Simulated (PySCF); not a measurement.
## SMILES C=C/C(C)=N/N=C\CC, C7H12N2

Geometry (Å), atoms numbered from 1 in this order:
```xyz
21

C    -3.6727    0.2834    0.7232
C    -2.6912   -0.5684    0.4386
C    -1.4551   -0.2326   -0.2376
C    -1.2042    1.1759   -0.7054
N    -0.6143   -1.1833   -0.3920
N     0.4581   -1.2228   -1.0929
C     1.6737   -1.1368   -0.7632
C     2.2141   -0.7439    0.5810
C     3.1105    0.4895    0.4789
H    -4.5637   -0.0403    1.2330
H    -3.6293    1.3267    0.4613
H    -2.7751   -1.6096    0.7192
H    -1.9875    1.4904   -1.3933
H    -1.1975    1.8584    0.1435
H    -0.2447    1.2345   -1.2161
H     2.3902   -1.3632   -1.5420
H     1.3820   -0.5522    1.2627
H     2.7971   -1.5793    0.9800
H     3.9421    0.3013   -0.1970
H     3.5113    0.7479    1.4564
H     2.5474    1.3413    0.1027
```

Theory: GIAO PBE/pcSseg-1 magnetisability, rotational g tensor and spin-rotation constants, non-relativistic, gas phase (PySCF). Geometry: GFN2-xTB.

(1) How diamagnetic is it, and how anisotropic?

(2) Split it along the inertial axes a, b, c into diamagnetic and paramagnetic parts about the centre of mass, with the quadrupole moment.

(3) And the rotational g tensor?

## Answers

(1) Isotropic -1290 × 10⁻³⁰ J/T², or -77.7 × 10⁻⁶ cm³/mol; principal values -1481, -1287, -1104 × 10⁻³⁰ J/T², anisotropy 327 × 10⁻³⁰ J/T² (root of half the summed squared differences of the principal values). The susceptibility is in cgs units.

(2) 
| axis | χ (10⁻⁶ cm³/mol) | diamagnetic (10⁻⁶ cm³/mol) | paramagnetic (10⁻⁶ cm³/mol) | summed x² of all electrons (Å²) | quadrupole Θ (D Å) |
| --- | --- | --- | --- | --- | --- |
| a | -69.5 | -491.4 | 422.0 | 362.2 | +7.43 |
| b | -80.0 | -1731.8 | 1651.8 | 69.9 | -4.85 |
| c | -83.7 | -1833.1 | 1749.4 | 46.0 | -2.58 |

Anisotropies 2χaa − χbb − χcc = +24.7 and 2χbb − χaa − χcc = -6.8 × 10⁻⁶ cm³/mol. Θ is traceless in Buckingham's convention.

(3) 
```tsv
axis	rotational constant (GHz)	g	nuclear part	electronic part
a	3.3943	-0.0515	0.6213	-0.6728
b	0.7671	-0.0053	0.5900	-0.5953
c	0.7199	-0.0041	0.5876	-0.5917
```
Asymmetric top; isotopes 12C, 1H, 14N; no vibrational averaging.
